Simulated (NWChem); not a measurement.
**Cl₂Si in NWChem**

```xyz
3

Si     0.0000     0.0000    -0.9417
Cl    -1.6401     0.0000     0.3877
Cl     1.6401     0.0000     0.3877
```
Charge 0, spin multiplicity 1.

The numbers come from NWChem runs, not from measurements. The geometry was optimised at PBE/def2-SVP, a minimum by its harmonic frequencies.

Symmetry labels belong to the abelian group C2v used in the runs, with the axes of the coordinates shown.

The structure started from a generated list of species.

Task: List the lowest 3 singlet excitations that CIS/aug-cc-pVDZ gives, with oscillator strengths.

Result: 
| state | symmetry | energy (eV) | wavelength (nm) | f |
|---|---|---|---|---|
| 1 | b2 | 4.25 | 292 | 0.070 |
| 2 | b1 | 7.00 | 177 | 0.066 |
| 3 | a1 | 7.14 | 174 | 0.277 |
